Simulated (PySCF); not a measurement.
Isomers of C2H6OSi2, mass 101.996 u with the commonest isotopes. Method used: PBE0-D3(BJ)/def2-SVP geometry optimisation, gas phase in PySCF 2.14.0. One conformer each, none proved a minimum here; rigid rotors.

Question: Order these by rotational constant C, smallest first.
A. `[OH:1][SiH2:2][C:3]#[C:4][SiH3:5]` with H–O1–Si2–C3 -53°
B. `C1=C[SiH2]O[SiH2]1`
C. `[CH:1]#[C:2][SiH2:3][SiH2:4][OH:5]` with C2–Si3–Si4–O5 34°, Si3–Si4–O5–H -35°

Answer: A (900.3 MHz), C (1517 MHz), B (2141 MHz).

Question: Order these by out-of-plane moment Σ m c² = (Ia + Ib − Ic)/2, smallest first.
A. `[CH:1]#[C:2][SiH2:3][SiH2:4][OH:5]` with C2–Si3–Si4–O5 34°, Si3–Si4–O5–H -35°
B. `[OH:1][SiH2:2][C:3]#[C:4][SiH3:5]` with H–O1–Si2–C3 -53°
C. `C1=C[SiH2]O[SiH2]1`

Answer: C (5.93 u·Å²), B (6.43 u·Å²), A (11.52 u·Å²).

Question: Order these by dipole moment, smallest first.
A. `C1=C[SiH2]O[SiH2]1`
B. `[CH:1]#[C:2][SiH2:3][SiH2:4][OH:5]` with C2–Si3–Si4–O5 34°, Si3–Si4–O5–H -35°
C. `[OH:1][SiH2:2][C:3]#[C:4][SiH3:5]` with H–O1–Si2–C3 -53°

Answer: B (1.29 D), C (1.44 D), A (1.65 D).

```csv
SMILES,point group,Ia (u·Å²),Ib (u·Å²),Ic (u·Å²),κ,μa (D),μb (D),μc (D)
O[SiH2]C#C[SiH3],–,38.72,535.47,561.34,-0.99,0.82,0.54,1.05
C#C[SiH2][SiH2]O,C1,118.65,237.46,333.06,-0.55,1.21,0.10,0.43
C1=C[SiH2]O[SiH2]1,C2v,95.65,152.27,236.06,-0.25,0.00,1.65,0.00
```
